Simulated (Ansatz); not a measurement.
Frontier orbitals of `[SeH][SiH]1BO1`.

Cartesian coordinates in Å:
```
Se -0.671 0.638 2.014
Si 0.325 0.313 0.017
B -0.601 -0.157 -1.569
O -0.114 -1.160 -0.824
H 0.485 0.149 2.777
H 1.795 0.370 0.171
H -1.219 -0.152 -2.585
```

Charge 0, multiplicity 1. Correlated methods include outer-core shells of Se, which these sets cover unevenly. Scalar relativity is left out up to krypton. The structure was optimised at the PBE0-D4/def2-TZVP level. It is one conformer, not always the lowest. Basis def2-TZVPP, Ansatz.

| functional | HOMO (eV) | LUMO (eV) | gap (eV) |
| --- | --- | --- | --- |
| LDA (SPW92) | -6.08 | -2.50 | 3.58 |
| PBE | -5.94 | -2.25 | 3.69 |
| BLYP | -5.79 | -2.09 | 3.70 |
| B97M-V | -6.19 | -2.00 | 4.19 |
| PBE0 | -7.07 | -1.27 | 5.80 |
| HSE06 (plane-wave form) | -6.68 | -1.65 | 5.03 |
| BHLYP | -8.10 | -0.25 | 7.85 |
| ωB97M-V | -9.17 | 0.70 | 9.87 |
| HF | -9.69 | 2.04 | 11.73 |

Against PBE, PBE0 changes HOMO and LUMO by −1.14 and +0.98 eV, ωB97M-V by −3.24 and +2.94 eV. A gap of 3.69 eV thus becomes 9.87 eV for the same molecule, so an orbital gap means little without its functional. A positive LUMO is unbound and depends on the basis.
